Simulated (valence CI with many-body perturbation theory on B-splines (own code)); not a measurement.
**E1 transitions of Lu⁵⁶⁺**

Computed by relativistic CI+MBPT: five valence electrons over a frozen Dirac-Fock core [Ne], a basis of 11 s, 11 p, 10 d, 8 f, 5 g, 2 h functions for each j, with the one-electron correlation potential Σ1 (screened to all orders), the two-electron term Σ2, the three-electron term Σ3, Breit, model QED; selected single and double excitations, second order for the rest, scaled by the run's own slope (own B-spline code, finite nucleus).

No measured spectrum was set against this ion. As an estimate, large intervals hold to a few tenths of a per cent, small ones and those within an open d or f shell to about a per cent. Among the levels kept, up to 3000 cm⁻¹ of a level comes from second order outside the variational space, and about a tenth of that is noise between levels of different J, which matters for small intervals.

Lines 151 to 200 of 555 in falling wavelength, among levels below 1184.2 eV, chosen from the strongest by gf and those to the six lowest levels. Wavelengths and rates use the calculated energies. Electric multipoles are in the length gauge, E1 and E2 with the static RPA response of the core. Weak lines are less certain than strong ones. Lines between different terms over intervals too small for the method are left out, as are lines whose strength nearly cancels. The highest levels of a list are the least certain.

Levels are named by their leading jj configuration (3d3/2^4 stands for four electrons in 3d with j = 3/2), which in mixed levels can hold well under half, so a name can repeat and another be missing. Letters in brackets count levels of one name in rising energy.

| λ vac (nm) | Upper | Lower | A (s⁻¹) | S (a.u.) with core polarisation | S without |
| --- | --- | --- | --- | --- | --- |
| 4.131 | (3s 3p1/2^2 3d3/2 3d5/2) J=3/2 [b] | (3s 3p1/2^2 3p3/2 3d3/2) J=3/2 [b] | 1.04e+11 | 1.45e-02 | 1.47e-02 |
| 4.124 | (3s^2 3p1/2 3p3/2 3d5/2) J=3/2 [b] | (3s^2 3p1/2 3p3/2^2) J=1/2 | 2.14e+11 | 2.97e-02 | 3.01e-02 |
| 4.124 | (3s^2 3p1/2 3d3/2 3d5/2) J=5/2 [a] | (3s^2 3p1/2 3p3/2 3d3/2) J=3/2 [a] | 1.31e+11 | 2.72e-02 | 2.76e-02 |
| 4.120 | (3s 3p1/2 3p3/2^2 3d5/2) J=1/2 [c] | (3s 3p1/2 3p3/2^3) J=3/2 [b] | 1.57e+11 | 1.08e-02 | 1.10e-02 |
| 4.117 | (3s 3p1/2 3p3/2^2 3d5/2) J=5/2 [c] | (3s 3p1/2 3p3/2^3) J=5/2 | 5.00e+10 | 1.03e-02 | 1.05e-02 |
| 4.115 | (3s^2 3p3/2 3d3/2 3d5/2) J=3/2 [b] | (3s^2 3p3/2^2 3d3/2) J=3/2 [b] | 2.54e+11 | 3.50e-02 | 3.55e-02 |
| 4.110 | (3s 3p1/2^2 3d3/2 3d5/2) J=7/2 [a] | (3s 3p1/2^2 3p3/2 3d3/2) J=5/2 [a] | 1.53e+11 | 4.19e-02 | 4.24e-02 |
| 4.108 | (3s^2 3p1/2 3d3/2 3d5/2) J=9/2 | (3s^2 3p1/2 3p3/2 3d3/2) J=7/2 | 2.28e+11 | 7.78e-02 | 7.89e-02 |
| 4.106 | (3s^2 3p1/2 3d3/2 3d5/2) J=3/2 [b] | (3s^2 3p1/2 3p3/2 3d3/2) J=3/2 [b] | 4.80e+10 | 6.56e-03 | 6.64e-03 |
| 4.103 | (3s 3p1/2 3p3/2^2 3d5/2) J=3/2 [a] | (3s 3p1/2 3p3/2^3) J=3/2 [a] | 1.34e+11 | 1.82e-02 | 1.85e-02 |
| 4.102 | (3s^2 3p1/2 3d3/2 3d5/2) J=3/2 [b] | (3s^2 3p1/2 3p3/2 3d3/2) J=1/2 [b] | 1.55e+11 | 2.11e-02 | 2.14e-02 |
| 4.095 | (3s^2 3p3/2 3d5/2^2) J=5/2 | (3s^2 3p3/2^2 3d5/2) J=7/2 | 9.26e+10 | 1.88e-02 | 1.91e-02 |
| 4.088 | (3s 3p1/2 3p3/2^2 3d5/2) J=1/2 [c] | (3s 3p1/2 3p3/2^3) J=1/2 | 2.10e+11 | 1.41e-02 | 1.43e-02 |
| 4.083 | (3s 3p1/2^2 3d5/2^2) J=1/2 | (3s 3p1/2^2 3p3/2 3d5/2) J=3/2 [b] | 2.67e+11 | 1.79e-02 | 1.81e-02 |
| 4.083 | (3s^2 3p1/2 3d5/2^2) J=7/2 | (3s^2 3p1/2 3p3/2 3d5/2) J=5/2 [a] | 2.42e+10 | 6.51e-03 | 6.60e-03 |
| 4.081 | (3s^2 3p1/2 3d3/2 3d5/2) J=5/2 [a] | (3s^2 3p1/2 3p3/2 3d3/2) J=5/2 [a] | 1.11e+11 | 2.23e-02 | 2.26e-02 |
| 4.080 | (3s 3p1/2 3p3/2^2 3d5/2) J=3/2 [d] | (3s 3p1/2 3p3/2^3) J=3/2 [b] | 1.55e+11 | 2.08e-02 | 2.11e-02 |
| 4.079 | (3s 3p1/2^2 3d5/2^2) J=5/2 | (3s 3p1/2^2 3p3/2 3d5/2) J=3/2 [a] | 4.24e+10 | 8.52e-03 | 8.63e-03 |
| 4.075 | (3s^2 3p3/2 3d5/2^2) J=7/2 | (3s^2 3p3/2^2 3d5/2) J=9/2 | 8.15e+10 | 2.18e-02 | 2.21e-02 |
| 4.074 | (3s^2 3p1/2 3p3/2 3d5/2) J=1/2 | (3s^2 3p1/2 3p3/2^2) J=1/2 | 3.36e+11 | 2.24e-02 | 2.27e-02 |
| 4.074 | (3s 3p1/2^2 3p3/2 3d5/2) J=7/2 [a] | (3s 3p1/2^2 3p3/2^2) J=5/2 | 2.31e+11 | 6.17e-02 | 6.25e-02 |
| 4.072 | (3s 3p1/2^2 3d3/2 3d5/2) J=5/2 [a] | (3s 3p1/2^2 3p3/2 3d3/2) J=3/2 [a] | 1.62e+11 | 3.23e-02 | 3.28e-02 |
| 4.061 | (3s 3p1/2^2 3p3/2 3d5/2) J=5/2 [b] | (3s 3p1/2^2 3p3/2^2) J=3/2 | 3.58e+11 | 7.10e-02 | 7.19e-02 |
| 4.060 | (3s^2 3p1/2 3d5/2^2) J=1/2 | (3s^2 3p1/2 3p3/2 3d5/2) J=1/2 | 1.30e+11 | 8.57e-03 | 8.68e-03 |
| 4.057 | (3s 3p1/2^2 3d5/2^2) J=5/2 | (3s 3p1/2^2 3p3/2 3d5/2) J=7/2 [a] | 5.17e+10 | 1.02e-02 | 1.04e-02 |
| 4.056 | (3s^2 3p1/2 3d3/2 3d5/2) J=7/2 [b] | (3s^2 3p1/2 3p3/2 3d3/2) J=5/2 [b] | 2.64e+11 | 6.96e-02 | 7.06e-02 |
| 4.052 | (3s 3p1/2^2 3p3/2 3d5/2) J=3/2 [b] | (3s 3p1/2^2 3p3/2^2) J=1/2 | 1.70e+11 | 2.23e-02 | 2.26e-02 |
| 4.049 | (3s 3p1/2 3p3/2^2 3d5/2) J=5/2 [b] | (3s 3p1/2 3p3/2^3) J=3/2 [a] | 1.32e+11 | 2.59e-02 | 2.62e-02 |
| 4.048 | (3s^2 3p3/2 3d5/2^2) J=7/2 | (3s^2 3p3/2^2 3d5/2) J=7/2 | 8.23e+10 | 2.16e-02 | 2.18e-02 |
| 4.048 | (3s^2 3p1/2 3p3/2 3d5/2) J=5/2 [b] | (3s^2 3p1/2 3p3/2^2) J=5/2 | 9.77e+10 | 1.92e-02 | 1.95e-02 |
| 4.040 | (3s^2 3p1/2 3d3/2 3d5/2) J=3/2 [a] | (3s^2 3p1/2 3p3/2 3d3/2) J=3/2 [a] | 1.65e+11 | 2.15e-02 | 2.18e-02 |
| 4.039 | (3s^2 3p1/2 3p3/2 3d5/2) J=7/2 [b] | (3s^2 3p1/2 3p3/2^2) J=5/2 | 3.95e+11 | 1.03e-01 | 1.04e-01 |
| 4.039 | (3s^2 3p1/2 3d3/2 3d5/2) J=3/2 [a] | (3s^2 3p1/2 3p3/2 3d3/2) J=1/2 [a] | 9.67e+10 | 1.26e-02 | 1.27e-02 |
| 4.034 | (3s^2 3p1/2 3d5/2^2) J=9/2 | (3s^2 3p1/2 3p3/2 3d5/2) J=9/2 | 1.02e+11 | 3.30e-02 | 3.35e-02 |
| 4.028 | (3s^2 3p3/2 3d3/2^2) J=3/2 [b] | (3s 3p1/2 3p3/2^3) J=3/2 [b] | 8.49e+10 | 1.09e-02 | 1.11e-02 |
| 4.028 | (3s^2 3p3/2 3d3/2 3d5/2) J=5/2 [d] | (3s^2 3p3/2^2 3d3/2) J=3/2 [b] | 2.90e+11 | 5.60e-02 | 5.68e-02 |
| 4.019 | (3s 3p1/2^2 3d3/2 3d5/2) J=3/2 [a] | (3s 3p1/2^2 3p3/2 3d3/2) J=1/2 [a] | 1.51e+11 | 1.93e-02 | 1.96e-02 |
| 4.015 | (3s 3p1/2 3p3/2^2 3d5/2) J=5/2 [d] | (3s 3p1/2 3p3/2^3) J=5/2 | 1.43e+11 | 2.75e-02 | 2.78e-02 |
| 4.015 | (3s^2 3p1/2 3d3/2 3d5/2) J=1/2 | (3s^2 3p1/2 3p3/2 3d3/2) J=1/2 [a] | 2.45e+11 | 1.57e-02 | 1.59e-02 |
| 4.012 | (3s^2 3p1/2 3d5/2^2) J=1/2 | (3s^2 3p1/2 3p3/2 3d5/2) J=3/2 [b] | 3.99e+11 | 2.54e-02 | 2.58e-02 |
| 4.009 | (3s 3p1/2 3p3/2^2 3d5/2) J=7/2 [d] | (3s 3p1/2 3p3/2^3) J=5/2 | 3.23e+10 | 8.22e-03 | 8.32e-03 |
| 4.003 | (3s^2 3p3/2 3d5/2^2) J=9/2 | (3s^2 3p3/2^2 3d5/2) J=9/2 | 3.13e+11 | 9.91e-02 | 1.00e-01 |
| 3.998 | (3s^2 3p3/2 3d3/2 3d5/2) J=1/2 [b] | (3s^2 3p3/2^2 3d3/2) J=3/2 [b] | 3.76e+11 | 2.37e-02 | 2.40e-02 |
| 3.997 | (3s 3p1/2^2 3d3/2 3d5/2) J=9/2 | (3s 3p1/2^2 3p3/2 3d3/2) J=7/2 | 2.30e+11 | 7.26e-02 | 7.36e-02 |
| 3.993 | (3s 3p1/2^2 3d3/2 3d5/2) J=3/2 [a] | (3s 3p1/2^2 3p3/2 3d3/2) J=3/2 [a] | 5.36e+10 | 6.74e-03 | 6.83e-03 |
| 3.989 | (3s 3p1/2^2 3d5/2^2) J=1/2 | (3s 3p1/2^2 3p3/2 3d5/2) J=1/2 | 1.26e+11 | 7.89e-03 | 7.98e-03 |
| 3.981 | (3s^2 3p3/2 3d3/2 3d5/2) J=7/2 [c] | (3s^2 3p3/2^2 3d3/2) J=5/2 | 4.97e+11 | 1.24e-01 | 1.26e-01 |
| 3.980 | (3s 3p1/2 3p3/2^2 3d5/2) J=5/2 [f] | (3s 3p1/2 3p3/2^3) J=3/2 [b] | 4.91e+11 | 9.17e-02 | 9.30e-02 |
| 3.977 | (3s^2 3p3/2 3d5/2^2) J=9/2 | (3s^2 3p3/2^2 3d5/2) J=7/2 | 2.50e+11 | 7.76e-02 | 7.87e-02 |
| 3.975 | (3s^2 3p3/2 3d3/2 3d5/2) J=7/2 [c] | (3s^2 3p3/2^2 3d3/2) J=7/2 | 2.35e+10 | 5.82e-03 | 5.90e-03 |
